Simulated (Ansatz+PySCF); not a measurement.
Two shapes of singlet H₄.

Shape 1:

```xyz
4

H     0.8697    0.0000    0.0000
H     0.0000    0.8697    0.0000
H    -0.8697    0.0000    0.0000
H     0.0000   -0.8697    0.0000
```

Shape 2:

```xyz
4

H     1.4142    0.0000    0.0000
H     0.0000    1.4142    0.0000
H    -1.4142    0.0000    0.0000
H     0.0000   -1.4142    0.0000
```

Basis set: cc-pVDZ (spherical functions). All electrons are correlated. Charge 0, multiplicity 1.

Computed with Ansatz (development build ahead of 0.2.0); each method stands on the lowest determinant of its kind that the runs found.

(1) Which shape is lower in energy, and by how much in each method?

Answers

(1)

```json
{"method": "RHF", "E(2) − E(1) (eV)": "3.889"}
{"method": "UHF-MP2", "E(2) − E(1) (eV)": "1.831"}
{"method": "RHF-CCSD", "E(2) − E(1) (eV)": "1.361"}
{"method": "full CI (lowest root of this spin)", "E(2) − E(1) (eV)": "1.770"}
{"method": "r²SCAN (restricted)", "E(2) − E(1) (eV)": "2.894"}
```

Shape 1 is lower. Caution for RHF, RHF-CCSD, r²SCAN (restricted): an unrestricted determinant lies well below. Caution for RHF, RHF-CCSD: the determinant breaks the point group. Caution for UHF-MP2: bonds are stretched, where a single reference can fail; the unrestricted determinant is a mixture of spin states. Caution for UHF-MP2, RHF-CCSD: large amplitudes, a single reference is doubtful.
